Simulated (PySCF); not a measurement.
One of the candidates below gave these computed data.

| technique | computed result |
| --- | --- |
| 1H NMR | chemical shifts (computed TMS as zero) by class: 7.47 (1 H), 7.34 (1 H), 7.27 (1 H), 7.12 (1 H), 5.47 (1 H), 5.40 (1 H), 3.65 (1 H), 2.22 (3 H) ppm [GIAO PBE0/pcSseg-1] |
| 13C NMR | chemical shifts (computed TMS as zero) by class: 154.1 (1 C), 150.0 (1 C), 143.1 (1 C), 134.1 (1 C), 130.2 (1 C), 129.0 (1 C), 125.4 (1 C), 120.0 (1 C), 24.8 (1 C) ppm [GIAO PBE0/pcSseg-1] |
| Dipole | 1.45 D [PBE0/pcSseg-1] |
| NMR, other nuclei | isotropic shieldings of nuclei other than C and H, by class: 504 (1 S) ppm [GIAO PBE0/pcSseg-1] |
| Rotational structure | rotational constants A, B, C: 2.188, 0.707, 0.555 GHz [GFN2-xTB] |

Electronic properties: PySCF, gas phase, density fitting. Levels stand in brackets. The structure is a single GFN2-xTB conformer in the gas phase; no vibrational or solvent corrections. NMR values are class means; diastereotopic atoms form classes of their own.

Task: Which candidate is it?
A. `CC(=S)c1ccccc1C`
B. `COc1ccc(S)cc1`
C. `C=CC1C=CC=CC=C1`
D. `C=C(C)c1cccc(S)c1`

Result: D. It is `C=C(C)c1cccc(S)c1`. Numbering: `[CH2:1]=[C:2]([CH3:3])[c:4]1[cH:5][cH:6][cH:7][c:8]([SH:9])[cH:10]1`. Its formula, C9H10S, gives 5 degrees of unsaturation: 1 ring and 4 π bonds in the structure found (Kekulé form). 9 carbons fall into 9 classes; from least to most shielded: fully substituted alkene carbon [C2] (154.1 ppm), substituted aromatic carbon [C4] (150.0 ppm), substituted aromatic carbon [C8] (143.1 ppm), aromatic CH carbon [C6] (134.1 ppm), aromatic CH carbon [C10] (130.2 ppm), aromatic CH carbon [C7] (129.0 ppm), aromatic CH carbon [C5] (125.4 ppm), terminal =CH2 carbon [C1] (120.0 ppm), allylic carbon [C3] (24.8 ppm). Hydrogen classes from least to most shielded: 1 H on an aromatic CH carbon, C6 (7.47 ppm), 1 H on an aromatic CH carbon, C10 (7.34 ppm), 1 H on an aromatic CH carbon, C7 (7.27 ppm), 1 H on an aromatic CH carbon, C5 (7.12 ppm), 1 H on a terminal =CH2 carbon, C1 (5.47 ppm), 1 H on a terminal =CH2 carbon, C1 (5.40 ppm), 1 H on a thiol sulfur, S9 (3.65 ppm), 3 H on an allylic carbon, C3 (2.22 ppm, a mean of values up to 0.7 ppm apart in this geometry). The other shieldings belong to: 504 ppm, thiol sulfur [S9]. The optimised geometry has point group C1 and is an asymmetric top.

The others, at the same levels:
- `CC(=S)c1ccccc1C` fails: its computed 13C shifts are 263.5 (1 C), 148.4 (1 C), 147.3 (1 C), 137.5 (1 C), 136.8 (1 C), 131.8 (1 C), 130.7 (1 C), 45.2 (1 C), 27.3 (1 C) ppm, 1H shifts are 7.92 (1 H), 7.65 (1 H), 7.62 (1 H), 7.57 (1 H), 3.45 (3 H), 2.80 (3 H) ppm and rotational constant A is 1.995 GHz (against 2.188 GHz).
- `C=CC1C=CC=CC=C1` fails: it has 6 carbon classes against 9; its computed 13C shifts are 154.9 (1 C), 136.6 (2 C), 132.6 (2 C), 129.5 (2 C), 125.1 (1 C), 44.3 (1 C) ppm, 1H shifts are 7.17 (1 H), 7.15 (2 H), 6.56 (2 H), 5.88 (1 H), 5.82 (1 H), 5.14 (2 H), 1.44 (1 H) ppm and rotational constant A is 3.539 GHz (against 2.188 GHz).
- `COc1ccc(S)cc1` fails: it has 8 hydrogens where the 1H data count 10; its computed 13C shifts are 163.6 (1 C), 132.3 (1 C), 131.5 (2 C), 118.9 (2 C), 55.6 (1 C) ppm, 1H shifts are 7.21 (2 H), 6.87 (2 H), 3.84 (3 H), 3.47 (1 H) ppm and rotational constant A is 4.858 GHz (against 2.188 GHz).

Each candidate is one conformer, not necessarily the lowest. Dipoles, sizes and rotational constants follow the conformer. The torsions of the flexible species, by atom-mapped SMILES:
- `[CH2:1]=[C:2]([CH3:3])[c:4]1[cH:5][cH:6][cH:7][c:8]([SH:9])[cH:10]1`: C1–C2–C4–C5 142°, H–S9–C8–C7 180°
- `[CH3:1][C:2](=[S:3])[c:4]1[cH:5][cH:6][cH:7][cH:8][c:9]1[CH3:10]`: C1–C2–C4–C5 -33°
- `[CH2:1]=[CH:2][CH:3]1[CH:4]=[CH:5][CH:6]=[CH:7][CH:8]=[CH:9]1`: C1–C2–C3–C4 56°
- `[CH3:1][O:2][c:3]1[cH:4][cH:5][c:6]([SH:7])[cH:8][cH:9]1`: C1–O2–C3–C4 -179°, H–S7–C6–C5 180°
